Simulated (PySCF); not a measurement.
C$_{5}$H$_{15}$NSi, singlet, at a GFN2-xTB geometry. Base run: HF/STO-3G in PySCF.

Here is a job for PySCF.
```python
from pyscf import gto, scf

mol = gto.Mole()
mol.atom = '''
    C     1.711850   -1.034454    1.024109
    N     1.129227   -0.055764    0.138770
    C     2.018815    0.274152   -0.947920
    Si   -0.589417    0.119686   -0.012326
    C    -1.439175   -1.248953   -1.052805
    C    -1.325017    0.095232    1.744445
    C    -0.923799    1.805649   -0.833100
    H     1.040733   -1.225856    1.855044
    H     1.912440   -1.983010    0.509596
    H     2.660261   -0.657443    1.418248
    H     2.237199   -0.598547   -1.576746
    H     1.573530    1.045488   -1.567800
    H     2.966446    0.647840   -0.548773
    H    -1.275414   -2.232414   -0.620017
    H    -2.512429   -1.098514   -1.120039
    H    -1.050114   -1.271948   -2.067410
    H    -0.749866    0.709762    2.429087
    H    -1.365970   -0.909764    2.151852
    H    -2.340167    0.477796    1.733812
    H    -1.961582    2.091724   -0.698327
    H    -0.735036    1.779944   -1.901455
    H    -0.308829    2.589927   -0.404263
'''
mol.basis = 'sto-3g'
mol.charge = 0
mol.spin = 0
mol.verbose = 4
mol.build()

mf = scf.RHF(mol)
mf.kernel()
mf.analyze()
```

Each row names what was changed in the base input (with any setting that the change needs).

```
change                                           ΔE vs base (mEh)  fitting functions  dipole (D)
-----------------------------------------------  ----------------  -----------------  ----------
base                                                        0.000                  -        0.45
auxbasis = default (with mf = mf.density_fit())            -1.015                850        0.45
auxbasis = def2-universal-jkfit                            -1.015                850        0.45
auxbasis = even-tempered beta=2.0                          -3.752                457        0.46
auxbasis = cc-pvqz-jkfit                                      [?]                [?]        0.45
auxbasis = even-tempered beta=3.0                             [?]                [?]        0.46
auxbasis = cc-pvtz-jkfit                                   -0.038               1045        0.45
auxbasis = def2-tzvp-ri                                     3.137                794        0.45
only_dfj = on; auxbasis = def2-universal-jfit              -3.784                510        0.45
auxbasis = def2-universal-jfit                                [?]                510        0.45
```

### Question
Fill in the missing entries.

### Answer

- auxbasis = cc-pvqz-jkfit, ΔE vs base (mEh): -0.091
- auxbasis = cc-pvqz-jkfit, fitting functions: 1549
- auxbasis = even-tempered beta=3.0, ΔE vs base (mEh): -12.423
- auxbasis = even-tempered beta=3.0, fitting functions: 294
- auxbasis = def2-universal-jfit, ΔE vs base (mEh): 1536.9

A fitting set is made for a task (jfit for Coulomb, jkfit for Coulomb and exchange, ri for correlation) and for a family of orbital bases.
